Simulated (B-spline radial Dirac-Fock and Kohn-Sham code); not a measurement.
Relativistic shifts of the levels of O⁴⁺

System: the O⁴⁺ ion, [He] 2s2.

Both columns are ΔSCF binding energies of the configuration average from an atomic code on a B-spline grid: non-relativistic Hartree-Fock with a point nucleus, and Dirac-Fock with a finite nucleus and the Coulomb interaction alone, averaged over the two j levels with weights 2j+1.

| shell | Hartree-Fock (eV) | Dirac-Fock (eV) | shift (eV) | shift (%) |
| --- | --- | --- | --- | --- |
| 1s | 664.4 | 664.9 | +0.49 | +0.07 |
| 2s | 111.0 | 111.1 | +0.10 | +0.09 |

Relativity binds 1s, 2s more strongly, among those listed most of all 2s in relative terms.

Values without a named source are computed, but for edge energies of neutral atoms, which are taken from tables.
